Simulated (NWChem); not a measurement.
**Atomisation of InO**

SMILES: [O]=[In]
```xyz
2

In     0.0000     0.0000     0.2729
O      0.0000     0.0000    -1.6713
```
Charge 0, spin multiplicity 2.

The numbers come from NWChem runs, not from measurements. All single points use one geometry, from UPBE/def2-SVP with def2 effective core potentials on In, a minimum by its harmonic frequencies.

Basis set: def2-TZVP. The atomisation energy is electronic alone: no zero-point, thermal, spin-orbit or counterpoise terms. No value is extrapolated to the basis-set limit. Free atoms are single determinants with multiplicities In 2, O 3. Correlated methods freeze the same cores in atoms and molecule, 5 orbitals in all.

Effective core potentials replace the inner electrons of In; spin-orbit coupling is left out. B3LYP has NWChem's definition, with VWN1-RPA local correlation. The structure started from a generated list of species. The unpaired electrons of the parent sit in orbitals of symmetry a1 (C2v labels of the run); other states weren't searched. The stability of the SCF solutions was not checked. Open-shell Hartree-Fock references start from PBE0 orbitals.

**Question.** For the atomisation energy, B3LYP gives 82.1 kcal/mol and BHandHLYP gives 68.2 kcal/mol. What do PBE, BLYP, MP2 give?

**Answer.** PBE: 93.4 kcal/mol; BLYP: 90.8 kcal/mol; MP2: 75.4 kcal/mol.
